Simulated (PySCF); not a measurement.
## Induced dipoles and field energies

Species: C3HF6P.
Geometry (GFN2-xTB, Å), atoms numbered from 1 in this order:
```
atom  x, y, z in Å
F1     1.7720    0.1431    1.3627
C2     1.4161   -0.1289    0.0976
F3     2.3089    0.4998   -0.6863
F4     1.5967   -1.4405   -0.0781
C5     0.0323    0.3350   -0.2293
P6    -0.1340    1.7154   -1.1734
C7    -1.0732   -0.5043    0.3283
F8    -1.2340   -1.6541   -0.3449
F9    -0.8870   -0.8278    1.6100
F10   -2.2563    0.1314    0.2585
H11   -1.5362    1.7336   -1.1711
```

Level: wB97X-D/def2-SVPD (PySCF); nuclei fixed, core orbitals frozen in the response. Permanent dipole (-1.051, 2.073, -1.408) D (1 au = 2.5417 D). Static polarisability (au):

```
x    63.30  -2.90   2.27
y    -2.90  71.82 -13.10
z     2.27 -13.10  61.47
```

Only the terms in μ and α are kept: μ(F) = μ + αF and ΔE = −μ·F − ½ F·αF.

Question: Apply 0.002 au along ±x, ±y and ±z in turn. Tabulate induced and total dipoles and both energy terms.

Answer: 
| field along | induced x (D) | induced y (D) | induced z (D) | total size (D) | −μ·F (kJ/mol) | −½F·αF (kJ/mol) |
| --- | --- | --- | --- | --- | --- | --- |
| +x | 0.322 | -0.015 | 0.012 | 2.592 | +2.171 | -0.332 |
| −x | -0.322 | 0.015 | -0.012 | 2.874 | -2.171 | -0.332 |
| +y | -0.015 | 0.365 | -0.067 | 3.042 | -4.283 | -0.377 |
| −y | 0.015 | -0.365 | 0.067 | 2.406 | +4.283 | -0.377 |
| +z | 0.012 | -0.067 | 0.312 | 2.511 | +2.909 | -0.323 |
| −z | -0.012 | 0.067 | -0.312 | 2.944 | -2.909 | -0.323 |

Question: For the field (-0.0014, 0.0006, -0.0016) au, what is the induced dipole, and what angle does it make with the field?

Answer: αF = (-0.239, 0.173, -0.278) D, at 9.5° to the field. The polarisability along this direction, F·αF/F², is 71.20 au, against a mean of 65.53 au.

Question: At what field along the permanent dipole would the induced dipole along it equal the permanent one, in this linear picture?

Answer: The polarisability along the dipole is 80.74 au, so F = 1.0691 au / 80.74 au = 0.0132 au = 0.68 V/Å; higher-order terms are ignored.

Question: What field makes μF equal to kT at 200 K?

Answer: kT = 0.6334 × 10⁻³ Eh, so F = 0.000592 au = 3.05 MV/cm.

Question: Induction energy −ᾱe²/2R⁴ of a unit charge at 12 Å, the molecule taken as a point?

Answer: R = 22.68 bohr, so the energy is −65.5/(2 × 22.68⁴) Eh = -0.325 kJ/mol. The charge–dipole term at its most favourable orientation, −μe/R², is -5.46 kJ/mol.

Isolated species at its GFN2-xTB geometry, gas phase.

These values come from a run that also computed excited states. Cost: about 2.3 min of CPU time on one thread; the machine was shared, so the figure is rough.

Note: wB97X-D ran without an empirical dispersion term, which enters the total energy and its gradient alone.
